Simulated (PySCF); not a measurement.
## Electronic structure of Ir (iridium, neutral) at the UHF level

Configuration: [Xe] 4f14 5d8 6s1, 6s spin antiparallel (an excited configuration). Computed with PySCF 2.14 in ANO-RCC-VTZP, with scalar relativity by spin-free X2C-1e.

```json
{
 "Total energy": "-17823.283635 hartree",
 "One-electron energy": "-24454.7120 hartree",
 "Hartree (Coulomb) energy": "6979.3507 hartree",
 "Exchange energy": "-347.9223 hartree",
 "⟨S²⟩": "1.7612",
 "⟨L²⟩": "12.040",
 "Sum of ⟨r⟩": "45.75 bohr",
 "Sum of ⟨r²⟩": "63.59 bohr²",
 "Langevin diamagnetic susceptibility": "-50.4 ×10⁻⁶ cm³/mol"
}
```

```json
{"shell": "1s β", "electrons": "1", "mean orbital energy (hartree)": "-2811.64921", "spread (hartree)": "0", "rms radius, mean of both spins (bohr)": "0.0197"}
{"shell": "1s α", "electrons": "1", "mean orbital energy (hartree)": "-2811.64717", "spread (hartree)": "0", "rms radius, mean of both spins (bohr)": "0.0197"}
{"shell": "2s α", "electrons": "1", "mean orbital energy (hartree)": "-497.18631", "spread (hartree)": "0", "rms radius, mean of both spins (bohr)": "0.0795"}
{"shell": "2s β", "electrons": "1", "mean orbital energy (hartree)": "-497.17907", "spread (hartree)": "0", "rms radius, mean of both spins (bohr)": "0.0795"}
{"shell": "2p α", "electrons": "3", "mean orbital energy (hartree)": "-433.48452", "spread (hartree)": "0", "rms radius, mean of both spins (bohr)": "0.0727"}
{"shell": "2p β", "electrons": "3", "mean orbital energy (hartree)": "-433.47609", "spread (hartree)": "0", "rms radius, mean of both spins (bohr)": "0.0727"}
{"shell": "3s α", "electrons": "1", "mean orbital energy (hartree)": "-118.63351", "spread (hartree)": "0", "rms radius, mean of both spins (bohr)": "0.203"}
{"shell": "3s β", "electrons": "1", "mean orbital energy (hartree)": "-118.63350", "spread (hartree)": "0", "rms radius, mean of both spins (bohr)": "0.203"}
{"shell": "3p α", "electrons": "3", "mean orbital energy (hartree)": "-99.60361", "spread (hartree)": "0", "rms radius, mean of both spins (bohr)": "0.205"}
{"shell": "3p β", "electrons": "3", "mean orbital energy (hartree)": "-99.60207", "spread (hartree)": "0", "rms radius, mean of both spins (bohr)": "0.205"}
{"shell": "3d α", "electrons": "5", "mean orbital energy (hartree)": "-77.78588", "spread (hartree)": "0.00307", "rms radius, mean of both spins (bohr)": "0.188"}
{"shell": "3d β", "electrons": "5", "mean orbital energy (hartree)": "-77.77907", "spread (hartree)": "0.00968", "rms radius, mean of both spins (bohr)": "0.188"}
{"shell": "4s α", "electrons": "1", "mean orbital energy (hartree)": "-26.51521", "spread (hartree)": "0", "rms radius, mean of both spins (bohr)": "0.450"}
{"shell": "4s β", "electrons": "1", "mean orbital energy (hartree)": "-26.50846", "spread (hartree)": "0", "rms radius, mean of both spins (bohr)": "0.450"}
{"shell": "4p α", "electrons": "3", "mean orbital energy (hartree)": "-20.13850", "spread (hartree)": "0", "rms radius, mean of both spins (bohr)": "0.479"}
{"shell": "4p β", "electrons": "3", "mean orbital energy (hartree)": "-20.12926", "spread (hartree)": "0", "rms radius, mean of both spins (bohr)": "0.479"}
{"shell": "4d α", "electrons": "5", "mean orbital energy (hartree)": "-11.99510", "spread (hartree)": "0.00922", "rms radius, mean of both spins (bohr)": "0.514"}
{"shell": "4d β", "electrons": "5", "mean orbital energy (hartree)": "-11.97936", "spread (hartree)": "0.02158", "rms radius, mean of both spins (bohr)": "0.514"}
{"shell": "5s α", "electrons": "1", "mean orbital energy (hartree)": "-4.17829", "spread (hartree)": "0", "rms radius, mean of both spins (bohr)": "1.06"}
{"shell": "5s β", "electrons": "1", "mean orbital energy (hartree)": "-4.09188", "spread (hartree)": "0", "rms radius, mean of both spins (bohr)": "1.06"}
{"shell": "4f α", "electrons": "7", "mean orbital energy (hartree)": "-2.93044", "spread (hartree)": "0.01205", "rms radius, mean of both spins (bohr)": "0.586"}
{"shell": "4f β", "electrons": "7", "mean orbital energy (hartree)": "-2.92006", "spread (hartree)": "0.00315", "rms radius, mean of both spins (bohr)": "0.586"}
{"shell": "5p α", "electrons": "3", "mean orbital energy (hartree)": "-2.45542", "spread (hartree)": "0", "rms radius, mean of both spins (bohr)": "1.22"}
{"shell": "5p β", "electrons": "3", "mean orbital energy (hartree)": "-2.31890", "spread (hartree)": "0", "rms radius, mean of both spins (bohr)": "1.22"}
{"shell": "5d α", "electrons": "5", "mean orbital energy (hartree)": "-0.40612", "spread (hartree)": "0.03561", "rms radius, mean of both spins (bohr)": "1.91"}
{"shell": "5d β", "electrons": "3", "mean orbital energy (hartree)": "-0.35537", "spread (hartree)": "0", "rms radius, mean of both spins (bohr)": "1.91"}
{"shell": "6s β", "electrons": "1", "mean orbital energy (hartree)": "-0.26026", "spread (hartree)": "0", "rms radius, mean of both spins (bohr)": "3.62"}
```

Spin-orbit coupling, absent here, splits the open shell strongly. With the s spin flipped the determinant is a mixture of two multiplicities, not a spectroscopic state.

Densities and radii are taken from the X2C orbitals without a picture-change correction, which distorts them close to the nucleus.

Spin-orbit constants ζ (cm⁻¹) from the X2C one-electron operator on these orbitals: bare nucleus, nucleus screened by l(l+1)(2l+1)/3 electrons, and screened by the Breit-Pauli mean field of the electrons.

| shell | bare | screened nucleus | mean field |
| --- | --- | --- | --- |
| 2p | 8196000 | 7984000 | n/a |
| 3p | 1814000 | 1766000 | n/a |
| 3d | 280900 | 244400 | n/a |
| 4p | 423600 | 412600 | n/a |
| 4d | 57420 | 49960 | n/a |
| 4f | 11050 | 7034 | n/a |
| 5p | 62200 | 60580 | n/a |
| 5d | 4426 | 3851 | n/a |
